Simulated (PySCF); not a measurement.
**Static response to an electric field**

Compound: C₁₀H₁₅Cl.
Numbering: `[CH2:1]=[CH:2][C@@H:3]1[C@H:4]2[CH2:5][C@:6]1([Cl:7])[C@@H:8]2[CH:9]([CH3:10])[CH3:11]` (hydrogens: H12, H13 on C1; H14 on C2; H15 on C3; H16 on C4; H17, H18 on C5; H19 on C8; H20 on C9; H21, H22, H23 on C10; H24, H25, H26 on C11)

Structure used (PBE0-D3(BJ)/def2-SVP), in Å, numbered top down from 1:
```xyz
26
C10H15Cl angstrom
C      2.8050    1.3448    0.7368
C      2.6845    0.0884    0.3056
C      1.8391   -0.3652   -0.8322
C      0.5802    0.4052   -1.3097
C      0.1371   -0.9039   -2.0071
C      0.6150   -1.2869   -0.6006
Cl     0.6844   -2.9162    0.0738
C     -0.1490   -0.0778   -0.0178
C     -1.6613   -0.0567    0.1225
C     -2.0795   -0.8701    1.3443
C     -2.1557    1.3833    0.2143
H      3.4753    1.6041    1.5603
H      2.2378    2.1625    0.2806
H      3.2743   -0.7035    0.7846
H      2.4768   -0.7308   -1.6566
H      0.5587    1.4143   -1.7415
H      0.7674   -1.2527   -2.8384
H     -0.9295   -1.0287   -2.2266
H      0.3069    0.3121    0.9061
H     -2.1278   -0.5176   -0.7640
H     -3.1753   -0.8944    1.4488
H     -1.6658   -0.4288    2.2664
H     -1.7151   -1.9055    1.2784
H     -3.2493    1.4214    0.3368
H     -1.8977    1.9603   -0.6873
H     -1.7061    1.8971    1.0803
```

Level: wB97X-D/def2-SVPD (PySCF), static field, nuclei fixed, core orbitals frozen in the response. The polarisability tensor in these axes (au):

```
x   128.60   1.77   0.04
y     1.77 135.87   2.53
z     0.04   2.53 115.55
```

Problem. Diagonalise the tensor; give its mean and Δα, where Δα² is half the sum of the squared differences of the eigenvalues.

Solution. Principal values 115.24, 128.22 and 136.57 au; mean 126.68 au = 18.77 Å³ = 20.89 × 10⁻⁴⁰ C²·m²/J; Δα = 18.62 au (15 % of the mean).

Problem. What is the dipole moment, and where does it point?

Solution. (-0.28, 1.95, -0.82) D, 2.14 D in size, pointing from the negative to the positive side. Measured along this direction, the outermost atoms are Cl7 at the negative end and H25 at the positive end.

Problem. Find the Langevin capture rate constant for NO+ (29.998 u) meeting this molecule (170.086 u), k = 2.342 × 10⁻⁹ cm³/s × √(α in Å³ / reduced mass in u).

Solution. The reduced mass is 25.50 u, so k = 2.01 × 10⁻⁹ cm³/s. The formula leaves out the permanent dipole, which adds to the capture rate.

Problem. Sum over states: ᾱ = Σ f/ω², ω in Eh. What share falls to these 10 lowest TDDFT singlets (eV, f)? 7.16, 0.2995; 7.62, 0.0240; 7.67, 0.0131; 7.75, 0.0093; 7.81, 0.0014; 7.92, 0.0411; 8.10, 0.0070; 8.19, 0.0072; 8.49, 0.0851; 8.58, 0.0371.

Solution. They add up to 6.82 au, 5.4 % of the 126.68 au; the largest single term is 4.33 au, from the state at 7.16 eV. Terms in order: 4.33, 0.31, 0.16, 0.11, 0.02, 0.49, 0.08, 0.08, 0.87, 0.37 au. Higher excitations give the rest. The strengths listed sum to 0.525.

Problem. What would n − 1 = 2πNα be for an ideal gas of these molecules at 500 K and 1 atm, electronic part alone?

Solution. N = p/kT = 1.4678 × 10¹⁹ cm⁻³, so n − 1 = 2π × N × 18.77 × 10⁻²⁴ cm³ = 1731 × 10⁻⁶ at long wavelengths, for an ideal gas.

Problem. How large is μ²/3kT at 400 K beside α?

Solution. In Gaussian units μ²/3kT = 27.58 Å³ against 18.77 Å³, a ratio of 1.47; the Debye molar polarisation (4π/3)N_A(α + μ²/3kT) is 116.9 cm³/mol, leaving out the vibrational part.

Geometry: PBE0-D3(BJ)/def2-SVP, one conformer, isolated molecule.

Note: wB97X-D ran without an empirical dispersion term, which enters the total energy and its gradient alone.
